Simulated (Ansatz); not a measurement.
The cluster Si3Ge3. Total charge 0; triplet. Geometry PBE0-D4/def2-SVP, that of the neutral singlet; atoms count from 1.

```csv
atom,x (Å),y (Å),z (Å)
Si1,0.525,1.719,0.655
Si2,1.901,-0.123,-0.204
Si3,-0.203,0.432,-1.255
Ge4,-0.046,-0.651,1.313
Ge5,-0.157,-1.948,-0.844
Ge6,-2.021,0.571,0.335
```

At PBE0-D4/def2-TZVP a singlet of charge 0 lies 2.01 eV below the triplet at the same geometry. The structure comes from a short search, and lower isomers may exist.

**Question.** Estimate the Mulliken populations from the PBE0/def2-TZVP orbitals of Ansatz.

**Answer.** 
```json
{"atom": "Si1", "charge (e)": "-0.02", "spin (α − β)": "0.59"}
{"atom": "Si2", "charge (e)": "-0.06", "spin (α − β)": "-0.01"}
{"atom": "Si3", "charge (e)": "-0.07", "spin (α − β)": "0.03"}
{"atom": "Ge4", "charge (e)": "0.04", "spin (α − β)": "0.08"}
{"atom": "Ge5", "charge (e)": "0.07", "spin (α − β)": "1.03"}
{"atom": "Ge6", "charge (e)": "0.05", "spin (α − β)": "0.28"}
```
Mulliken values and Mayer orders depend strongly on the basis.

**Question.** Where does the spin sit?

**Answer.** Summed by element: Si 0.61, Ge 1.39, of 2 unpaired in all. Largest on single atoms: Ge5 1.03, Si1 0.59, Ge6 0.28.

**Question.** And the Mayer bond orders between bonded heavy atoms (over 0.3)?

**Answer.** Si1–Si2 0.74 (2.45 Å); Si1–Si3 0.73 (2.42 Å); Si1–Ge4 0.63 (2.53 Å); Si1–Ge6 0.63 (2.81 Å); Si2–Si3 0.69 (2.42 Å); Si2–Ge4 0.61 (2.52 Å); Si3–Ge4 0.56 (2.79 Å); Si3–Ge5 0.80 (2.42 Å); Si3–Ge6 0.81 (2.42 Å); Ge4–Ge5 0.65 (2.52 Å); Ge4–Ge6 0.69 (2.52 Å). Values over 0.3 also appear between atoms too far apart for a bond (Si1–Ge5 0.39 at 4.02 Å; Si2–Ge5 0.53 at 2.82 Å; Si2–Ge6 0.35 at 4.02 Å); they arise where an orbital or an unpaired electron spreads over both atoms.
